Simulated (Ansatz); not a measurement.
This geometry of C$_{3}$H$_{4}$AlF (9 atoms, charge 0, multiplicity 1) is a first-order saddle point.

The calculation used Ansatz 0.2.0, RKS B3LYP/def2-SVP.

```xyz
9
Properties=species:S:1:pos:R:3
F 1.838 1.560 0.895
C 0.863 0.715 0.608
C 1.046 -0.388 -0.183
C -0.266 -0.998 -0.317
Al -1.185 0.466 0.511
H 1.963 -0.657 -0.724
H -0.428 -1.875 -0.953
H -1.299 0.221 -1.199
H -2.444 0.911 1.346
```

Question: Which two structures does it join? (They come from a converged band through this point; their orientation in space is the band's.)

Answer: Bonds broken: C4–H8. Bonds formed: Al5–H8.

Initial state:

```xyz
9
Properties=species:S:1:pos:R:3
F 1.926 1.333 1.164
C 0.841 0.726 0.671
C 0.879 -0.180 -0.339
C -0.511 -0.707 -0.695
Al -1.084 0.519 0.760
H 1.803 -0.500 -0.845
H -0.610 -1.797 -0.553
H -0.806 -0.486 -1.735
H -2.349 1.045 1.555
```

Final state:

```xyz
9
Properties=species:S:1:pos:R:3
F 1.763 1.583 0.621
C 0.789 0.778 0.295
C 1.080 -0.562 -0.044
C -0.157 -1.121 -0.323
Al -1.286 0.579 0.023
H 2.078 -1.025 -0.070
H -0.216 -2.178 -0.616
H -1.838 1.309 -1.279
H -2.125 0.591 1.376
```

Question: How far does it lie above each of them?

Answer: 2.27 eV above the first and 1.03 eV above the second. This is the barrier of this one path; another mechanism may lie lower. The orbitals stay closed-shell, which can raise the energy where a bond breaks towards radicals; this wasn't checked here.

Run time: 2.8 min on 2 threads of Arm Neoverse V2, on a shared host, peak memory 0.19 GiB.
